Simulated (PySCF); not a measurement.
C3H9Bi (SMILES [CH3][Bi]([CH3])[CH3]), singlet, geometry from GFN2-xTB (such geometries of metal compounds can be far from the true shape) (core potentials on Bi). Base run: PBE0/def2-SVP (PySCF).

Here is a job for PySCF.
```python
from pyscf import gto, scf, dft

mol = gto.M(
    atom='''
Bi   -0.00265924   -0.00463990    0.32774277
C    -1.05486994   -1.53919065   -0.96882360
H    -0.64425811   -2.52383649   -0.78776141
H    -0.90946744   -1.27908881   -2.00731595
H    -2.11451925   -1.54953889   -0.74958142
C    -0.80582360    1.70974853   -0.92080720
H    -0.65333574    1.48323884   -1.96613109
H    -0.28504596    2.62610321   -0.67562231
H    -1.86385686    1.84117722   -0.73586087
C     1.88353121   -0.13071016   -0.92504196
H     1.61103079   -0.12000137   -1.97045578
H     2.41685485   -1.04639693   -0.70569174
H     2.52628836    0.71436864   -0.71619253
''',
    basis='def2-svp',
    ecp={'Bi': 'def2-svp'},
    verbose=4,
)

mf = dft.RKS(mol)
mf.xc = 'pbe0'
mf.kernel()
mo_i, mo_e, stable_i, stable_e = mf.stability(internal=True, external=True, return_status=True, nroots=6, tol=1e-6)
print('internally stable:', stable_i, ' externally stable:', stable_e)
if not stable_e:
    umf = mf.to_uhf() if not hasattr(mf, 'xc') else mf.to_uks()
    umf.scf_summary = {}
    umf.kernel(umf.make_rdm1(mo_e, umf.mo_occ))
mf.analyze()
```

The bond that is stretched is that between atoms 11 and 10. A test that says stable can miss a lower solution.

Each row names what was changed in the base input (with any setting that the change needs).

```json
[
 {"change": "base", "ΔE vs base (kcal/mol)": "0.000", "<S^2>": "0.000", "HOMO-LUMO gap (eV)": "7.06", "stability test says": "stable"},
 {"change": "bond × 1.25", "ΔE vs base (kcal/mol)": "15.70", "<S^2>": "0.000", "HOMO-LUMO gap (eV)": "6.89", "stability test says": "stable"},
 {"change": "bond × 1.5", "ΔE vs base (kcal/mol)": "45.00", "<S^2>": "0.000", "HOMO-LUMO gap (eV)": "6.34", "stability test says": "stable"},
 {"change": "bond × 1.8", "ΔE vs base (kcal/mol)": "77.4", "<S^2>": "0.000", "HOMO-LUMO gap (eV)": "5.12", "stability test says": "stable"},
 {"change": "bond × 2.2", "ΔE vs base (kcal/mol)": "109.3", "<S^2>": "0.000", "HOMO-LUMO gap (eV)": "3.74", "stability test says": "external instability"}
]
```

Where a bond breaks into two radicals, a solution with restricted orbitals usually stops being the lowest and lies too high; an unrestricted one lies lower at the price of spin contamination, which <S^2> shows.
